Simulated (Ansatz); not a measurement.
`[SiH3][NH][SbH2]` + CH₃SH → `C[S][SbH2]` + `N[SiH3]` at 298.15 K and 1 bar (ligand exchange at the Sb–N bond).

Isolated molecules relaxed with PBE0-D4/def2-TZVP in Ansatz; ΔE leaves out vibrations. CBS: MP2 limit from def2 TZ/QZ plus the TZ coupled-cluster correction, frozen cores. This one scheme is used for every species. Elements past krypton have def2 core potentials. For Sb outer-core shells are correlated without core-valence functions, which leaves a few kJ/mol of doubt a bond.

```
           species  CCSD(T)/CBS energy (Eh)  H − E (kJ/mol)  S (J/(mol·K))
`[SiH3][NH][SbH2]`               -587.40566           161.6          341.4
             CH₃SH               -438.22835           133.0          253.2
      `C[S][SbH2]`               -678.84952           155.5          339.3
         `N[SiH3]`               -346.80422           145.7          264.3
```

H − E and S are ideal-gas, rigid-rotor, harmonic terms from PBE0-D4/def2-TZVP, for one conformer and one mirror image of each species. 1 Eh = 2625.50 kJ/mol, R = 8.31446 J/(mol·K).

Q: By hand: ΔE, ΔH, ΔS and ΔG.

A: ΔE = (-678.84952) + (-346.80422) − (-587.40566) − (-438.22835) = -0.01973 Eh = -51.8 kJ/mol. Δ(H − E) = 155.5 + 145.7 − 161.6 − 133.0 = 6.6, so ΔH = -45.2 kJ/mol. ΔS = 339.3 + 264.3 − 341.4 − 253.2 = 9.0 J/(mol·K). ΔG = -45.2 − 298.15 × (9.0)/1000 = -47.9 kJ/mol.

Q: By hand: the equilibrium constant, and the temperature at which ΔG would vanish if ΔH and ΔS stayed fixed.

A: log₁₀ K = −ΔG/(RT ln 10) = 8.4. ΔH and −TΔS have one sign here, so there is no such temperature.

The number of gas molecules stays the same, so ΔS is small and ΔH decides. A doubt of 5 kJ/mol in ΔE shifts log₁₀ K by 0.9 here. Other conformers and mirror images would add mixing entropy, several J/(mol·K) or more a flexible species. Modes under 60 cm⁻¹, often nearly free rotors, make the harmonic entropy too high. These are equilibria of isolated gas molecules and say nothing of rates. Largest T1 diagnostic: 0.013 (customary marks: 0.02 for closed shells, 0.045 for open ones).

ΔS is within the doubt of such terms, so its sign, and with it that verdict, could turn.
